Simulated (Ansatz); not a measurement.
# Worked example: C4H9F3Ge → C4H9 + GeF3

Species: C4H9F3Ge `C[C](C)(C)[Ge]([F])([F])[F]`, singlet; C4H9 (tert-butyl radical) `C[C](C)C`, doublet; GeF3 `[F][Ge]([F])[F]`, doublet. 

Shapes, held fixed at every level: PBE0-D4/def2-TZVP. Programs: Ansatz 0.2.0. Electronic energies: no zero-point or thermal term.

At CCSD(T)/def2-TZVPP; 1 Eh = 2625.50 kJ/mol:

| species | energy (Eh) |
| --- | --- |
| C4H9F3Ge | -2532.534441 |
| C4H9 | -157.493269 |
| GeF3 | -2374.904532 |

Problem. Work out ΔE of the reaction at this level.

Solution. 
1. Products less reactants: (-157.493269) + (-2374.904532) − [(-2532.534441)] = 0.136640 Eh = +358.7 kJ/mol.

Other levels give +247.4 (HF/def2-SVP) to +375.0 kJ/mol (MP2/def2-TZVPP). No measured value is set beside it here. Open shells run unrestricted unless RO is named. Relativity is left out for Ge unless named. Correlated rows may include outer-core shells of Ge, which these sets cover unevenly.
